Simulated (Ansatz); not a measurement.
C$_{3}$H$_{9}$Cl$_{2}$NOSi, SMILES `CO[Si](Cl)(Cl)N(C)C`. The species carries charge 0 and has multiplicity 1. All single points use the PBE0-D4/def2-TZVP geometry. It is one conformer, not always the lowest.

```xyz
17

C     0.656    2.079    1.343
O     0.165    0.830    1.791
Si   -0.854   -0.092    0.931
Cl   -2.592    0.912    0.533
Cl   -1.302   -1.645    2.180
N    -0.158   -0.560   -0.539
C     1.207   -1.050   -0.538
C    -0.907   -0.965   -1.706
H     1.412    2.413    2.054
H     1.108    1.998    0.350
H    -0.148    2.821    1.305
H     1.747   -0.665   -1.411
H     1.246   -2.146   -0.572
H     1.734   -0.720    0.359
H    -0.416   -0.596   -2.614
H    -1.916   -0.554   -1.679
H    -0.982   -2.058   -1.785
```

Question: What is the dipole moment at B3LYP/def2-TZVPP? (An estimate is asked.)

Answer: The calculation gave: 2.93 D, with components (1.91, 0.72, -2.11) D in this frame, pointing from negative to positive charge.

Question: And with PBE, r2SCAN, ωB97M-V? (Estimate.)

Answer: The calculation gave: PBE 2.85 D, r2SCAN 2.94 D, ωB97M-V 2.92 D.

Question: Give the Mulliken charges with B3LYP, PBE, ωB97M-V in def2-TZVPP. (An estimate is asked.)

Answer: Ansatz gave: 
| atom | B3LYP | PBE | ωB97M-V |
| --- | --- | --- | --- |
| C1 | -0.13 | -0.14 | -0.19 |
| O2 | -0.35 | -0.28 | -0.34 |
| Si3 | 0.65 | 0.51 | 0.57 |
| Cl4 | -0.24 | -0.21 | -0.20 |
| Cl5 | -0.23 | -0.21 | -0.19 |
| N6 | -0.20 | -0.12 | -0.22 |
| C7 | -0.20 | -0.20 | -0.26 |
| C8 | -0.18 | -0.19 | -0.24 |
| H9 | 0.12 | 0.11 | 0.13 |
| H10 | 0.10 | 0.10 | 0.12 |
| H11 | 0.11 | 0.10 | 0.13 |
| H12 | 0.09 | 0.09 | 0.12 |
| H13 | 0.10 | 0.09 | 0.12 |
| H14 | 0.10 | 0.10 | 0.12 |
| H15 | 0.09 | 0.08 | 0.11 |
| H16 | 0.09 | 0.08 | 0.11 |
| H17 | 0.09 | 0.09 | 0.12 |

B3LYP here is the variant with VWN-RPA as its local correlation; programs differ in this.
